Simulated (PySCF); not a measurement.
BH₅OSn, SMILES B[O][SnH3].

Coordinates come from a B3LYP-D3(BJ)/def2-SVP optimisation. The def2 effective core potentials stand for the cores of Sn; spin–orbit coupling is left out.

Two levels are set side by side: TDDFT-PBE/def2-SVPD (PySCF) and TDDFT-LC-ωPBE/def2-SVPD (PySCF). Vertical, same geometry. The lowest singlet is HOMO→LUMO 91 % with PBE and HOMO→LUMO+2 71 %, HOMO→LUMO+4 24 % with the other functional; states are paired by order. Differences are taken from unrounded values.

| quantity | TDDFT-PBE |
|---|---|
| lowest singlet excitation (eV) | 4.87 |
| lowest triplet excitation (TDA) (eV) | 4.49 |
| first bright state (f over 0.05) (eV) | 4.87 |
| its oscillator strength | 0.05 |

These are the TDDFT-PBE values. What does TDDFT-LC-ωPBE give? (An estimate is asked for; the answer gives what the named calculation found.)


| quantity | TDDFT-LC-ωPBE | TDDFT-PBE minus TDDFT-LC-ωPBE |
|---|---|---|
| lowest singlet excitation (eV) | 5.85 | -0.98 |
| lowest triplet excitation (TDA) (eV) | 5.23 | -0.74 |
| first bright state (f over 0.05) (eV) | 6.81 | -1.94 |
| its oscillator strength | 0.08 | -0.03 |

Functionals without exact exchange tend to place singlet excitations lower, as here. Differences between two approximate levels are no errors against the true value.

Rough cost on one machine, each run with all the roots and properties that it gave: TDDFT-LC-ωPBE against TDDFT-PBE about 5 times.
